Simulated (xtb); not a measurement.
xtb input (GFN2-xTB):

```bash
xtb mol.xyz --gfn 2 --sp --chrg -1 --uhf 0
```
mol.xyz:
```
3

S     -0.99245769     0.02474353     0.46498964
S      0.89364365     0.03051785    -0.48028129
H      1.58102472    -0.88418214     0.24466650
```

End of the output:

```
         :::::::::::::::::::::::::::::::::::::::::::::::::::::
         ::                     SUMMARY                     ::
         :::::::::::::::::::::::::::::::::::::::::::::::::::::
         :: total energy              -7.233349293257 Eh    ::
         :: gradient norm              0.026473033886 Eh/a0 ::
         :: HOMO-LUMO gap              2.124681442051 eV    ::
         ::.................................................::
         :: SCC energy                -7.244769041961 Eh    ::
         :: -> isotropic ES            0.133073589517 Eh    ::
         :: -> anisotropic ES         -0.006632439019 Eh    ::
         :: -> anisotropic XC          0.008073937341 Eh    ::
         :: -> dispersion             -0.001469613908 Eh    ::
         :: repulsion energy           0.011419748704 Eh    ::
         :: add. restraining           0.000000000000 Eh    ::
         :: total charge              -1.000000000000 e     ::
         :::::::::::::::::::::::::::::::::::::::::::::::::::::

           -------------------------------------------------
          |                Property Printout                |
           -------------------------------------------------

    * Orbital Energies and Occupations

         #    Occupation            Energy/Eh            Energy/eV
      -------------------------------------------------------------
         1        2.0000           -0.5135404             -13.9741
         2        2.0000           -0.4572233             -12.4417
         3        2.0000           -0.3094348              -8.4202
         4        2.0000           -0.2446825              -6.6581
         5        2.0000           -0.2048620              -5.5746
         6        2.0000           -0.1347902              -3.6678
         7        2.0000           -0.1211084              -3.2955 (HOMO)
         8                         -0.0430278              -1.1708 (LUMO)
         9                          0.0234456               0.6380
        10                          0.1686777               4.5900
        11                          0.1770291               4.8172
        12                          0.1904794               5.1832
        13                          0.2222075               6.0466
        14                          0.2397084               6.5228
        15                          0.2399483               6.5293
Note: The following floating-point exceptions are signalling: IEEE_DENORMAL
normal termination of xtb
        16                          0.2577376               7.0134
        17                          0.2619276               7.1274
        18                          0.4783776              13.0173
        19                          0.6697319              18.2243
      -------------------------------------------------------------
                  HL-Gap            0.0780806 Eh            2.1247 eV
             Fermi-level           -0.0820681 Eh           -2.2332 eV

     #   Z          covCN         q      C6AA      α(0)
     1  16 S        0.972    -0.710   172.139    22.191
     2  16 S        1.894    -0.395   158.492    21.189
     3   1 H        0.921     0.105     1.736     2.061

 Mol. C6AA /au·bohr⁶  :        730.341054
 Mol. C8AA /au·bohr⁸  :      34048.749282
 Mol. α(0) /au        :         45.441038

Wiberg/Mayer (AO) data.
largest (>0.10) Wiberg bond orders for each atom

 ---------------------------------------------------------------------------
     #   Z sym  total        # sym  WBO       # sym  WBO       # sym  WBO
 ---------------------------------------------------------------------------
     1  16 S    1.270 --     2 S    1.239
     2  16 S    2.197 --     1 S    1.239     3 H    0.958
     3   1 H    0.989 --     2 S    0.958
 ---------------------------------------------------------------------------

Topologies differ in total number of bonds
Writing topology from bond orders to xtbtopo.mol

molecular dipole:
                 x           y           z       tot (Debye)
 q only:        0.980      -0.232      -0.217
   full:        1.044      -0.339      -0.124       2.807
molecular quadrupole (traceless):
                xx          xy          yy          xz          yz          zz
 q only:       -2.404      -0.754       2.059       2.883      -0.135       0.345
  q+dip:       -4.180      -1.287       3.611       5.065      -0.092       0.570
   full:       -3.275      -1.623       2.997       4.426      -0.573       0.279

           -------------------------------------------------
          | TOTAL ENERGY               -7.233349293257 Eh   |
          | GRADIENT NORM               0.026473033886 Eh/α |
          | HOMO-LUMO GAP               2.124681442051 eV   |
           -------------------------------------------------

------------------------------------------------------------------------
------------------------------------------------------------------------
 total:
 SCF:
```

It need not be the lowest isomer of its formula. Whether it binds its extra electron was not tested at this geometry.
